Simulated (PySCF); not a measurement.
# Working with the constants of GeP⁻

RHF-CCSD(T) constants of GeP⁻, ¹Σ⁺ (singlet), closed shell (PySCF, no relativity, basis sets Ge def2-TZVPPD, P def2-TZVPPD; masses 73.9212 and 30.9738 u):

| Property | Result |
| --- | --- |
| ωe | 530.0 cm⁻¹ |
| ωexe | 1.59 cm⁻¹ |
| Be | 0.17696 cm⁻¹ |
| αe | 0.000722 cm⁻¹ |
| D (centrifugal) | 7.89e-08 cm⁻¹ |

Give the vibrational terms G(v) and spacings up to v = 6.

G(v) = ωe(v+½) − ωexe(v+½)².

```
v  G(v) (cm⁻¹)  G(v) − G(v−1)  Bv (cm⁻¹)
0        264.6                    0.1766
1        791.4          526.8     0.1759
2       1315.1          523.6     0.1752
3       1835.5          520.5     0.1744
4       2352.8          517.3     0.1737
5       2866.9          514.1     0.1730
6       3377.8          510.9     0.1723
```

Correlated steps freeze 14 core orbitals.
